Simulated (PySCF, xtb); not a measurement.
Si(Cl)(Me)2(SH) (C₂H₇ClSSi), SMILES Cl[Si](C)(C)S. Other conformers were not sampled.

Harmonic wavenumbers (cm⁻¹) from GFN2-xTB (xtb 6.7.1) at its own minimum, in rising order: 94, 107, 110, 124, 138, 177, 184, 187, 421, 506, 682, 723, 752, 804, 825, 847, 853, 1373, 1376, 1468, 1470, 1473, 1473, 2463, 3034, 3037, 3041, 3043, 3045, 3048.

Question: What does B3LYP-D3(BJ)/def2-SVP (PySCF) give at its own minimum? (Estimate from the structure and the level; the computed values follow.)

Answer: 113, 149, 161, 173, 179, 209, 217, 226, 450, 536, 668, 695, 739, 750, 795, 842, 866, 1271, 1275, 1422, 1424, 1430, 1437, 2655, 3029, 3030, 3117, 3120, 3139, 3139. Paired by order, the mean absolute difference is 48 cm⁻¹ and the zero-point energies are 52.7 and 53.3 kcal/mol.
